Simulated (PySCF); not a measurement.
**How methods differ on the excitation energy of Cd(2+)**

Cd(2+) [Kr] 4d10 (1S) → Cd(2+) [Kr] 4d9 5s1 (3D), as a difference of total energies. Computed with PySCF 2.14 in x2c-TZVPPall (8s6p6d2f1g, 79 functions), with scalar relativity by spin-free X2C-1e. Correlated levels: valence and next inner shell: [Ar] 3d10 frozen. The calculations carry no spin-orbit coupling.

| method | excitation energy (cm⁻¹) |
| --- | --- |
| UHF | 79158 |
| MP2 (valence and next inner shell) | 84149 |
| SCS-MP2 (valence and next inner shell) | 84021 |
| CCSD (valence and next inner shell) | 82382 |
| CCSD(T) (valence and next inner shell) | 82401 |

The basis was made for the ground configuration and has no added diffuse functions, so the excitation energy can come out too high.
